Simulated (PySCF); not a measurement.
A side-by-side comparison of computed properties.

First species: C₇H₁₁N.
Geometry (GFN2-xTB, Å), atoms numbered from 1 in this order:
```xyz
19
C7H11N angstrom
C     -3.4530   -0.1858    0.9142
C     -2.7231    0.3418   -0.2720
C     -1.4019    0.3486   -0.4898
C     -0.3991   -0.1654    0.4023
C      0.9334   -0.1674    0.1991
C      1.6237    0.3493   -0.9621
N      2.8712    0.3664   -1.1930
C      3.8277   -0.1641   -0.2622
H     -4.1542   -0.9593    0.5992
H     -4.0362    0.6140    1.3715
H     -2.7885   -0.6036    1.6632
H     -3.3668    0.7645   -1.0338
H     -1.0480    0.7769   -1.4172
H     -0.7575   -0.5928    1.3303
H      1.5615   -0.5939    0.9708
H      1.0198    0.7834   -1.7517
H      3.6718   -1.2317   -0.0804
H      3.7918    0.3533    0.7012
H      4.8176   -0.0249   -0.6969
```

Second species: C₂H₅F₃SSi.
Z-matrix (Å and degrees, GFN2-xTB geometry), rows numbered from 1:
```
F 
C   1  1.3454
F   2  1.3429  1  106.07
F   2  1.3455  1  105.85  3   112.39
C   2  1.4940  1  112.46  3  -124.56
Si  5  1.9025  2  108.83  1   -59.56
S   6  2.1438  5  103.34  2   179.63
H   5  1.0896  2  108.04  1    62.19
H   5  1.0895  2  108.02  1   178.67
H   6  1.4575  5  110.44  2   -63.35
H   6  1.4574  5  110.43  2    62.69
H   7  1.3215  6   96.15  5   179.91
```

Levels: B3LYP/def2-SVPD for dipole moment, HOMO energy, LUMO energy, HOMO–LUMO gap, static isotropic polarisability and electronic spatial extent ⟨r²⟩ about the centre of nuclear charge; TDDFT B3LYP/def2-SVPD for lowest singlet excitation; TDA B3LYP/def2-SVPD for lowest triplet excitation (Tamm–Dancoff); GFN2-xTB for rotational constant A and rotational constant C. Geometries: GFN2-xTB. All species are isolated and taken at one optimised geometry, non-relativistic unless stated. Electronic properties by PySCF.

The conformers computed, where there is a choice (atom-mapped SMILES and torsion angles):
- `[CH3:1]\[CH:2]=[CH:3]/[CH:4]=[CH:5]\[CH:6]=[N:7]/[CH3:8]`: C2–C3–C4–C5 180°, C4–C5–C6–N7 180°
- `[F:1][C:2]([F:3])([F:4])[CH2:5][SiH2:6][SH:7]`: F1–C2–C5–Si6 -60°, C2–C5–Si6–S7 180°, H–S7–Si6–C5 180°

Values for the first species:

* Dipole moment: 3.13 D
* HOMO energy: -6.39 eV
* LUMO energy: -1.94 eV
* HOMO–LUMO gap: 4.45 eV
* Lowest singlet excitation: 3.48 eV
* Lowest triplet excitation (Tamm–Dancoff): 2.56 eV
* Static isotropic polarisability: 112.7 au
* Electronic spatial extent ⟨r²⟩ about the centre of nuclear charge: 1718 bohr²
* Rotational constant A: 9.207 GHz
* Rotational constant C: 0.660 GHz

(1) Estimate the same properties for the second species, and the change in each.

## Answers

(1) 
| property | first | second | second less first |
| --- | --- | --- | --- |
| dipole moment | 3.13 D | 1.61 D | -1.52 D |
| HOMO energy | -6.39 eV | -7.43 eV | -1.04 eV |
| LUMO energy | -1.94 eV | -0.40 eV | +1.54 eV |
| HOMO–LUMO gap | 4.45 eV | 7.03 eV | +2.58 eV |
| lowest singlet excitation | 3.48 eV | 5.96 eV | +2.48 eV |
| lowest triplet excitation (Tamm–Dancoff) | 2.56 eV | 5.60 eV | +3.04 eV |
| static isotropic polarisability | 112.7 au | 74.7 au | -38.0 au |
| electronic spatial extent ⟨r²⟩ about the centre of nuclear charge | 1718 bohr² | 1436 bohr² | -282 bohr² |
| rotational constant A | 9.207 GHz | 4.306 GHz | -4.901 GHz |
| rotational constant C | 0.660 GHz | 0.752 GHz | +0.092 GHz |

On the first: The polarisability is 16.71 Å³ as a volume (1 au = 0.148185 Å³), or 1.88 au for each of the 60 electrons. The dipole equals about 10.5 × 10⁻³⁰ C·m (1 D = 3.33564 × 10⁻³⁰ C·m).

On the second: The principal polarisabilities are 65.0, 69.3 and 89.9 au; their mean is the isotropic value.
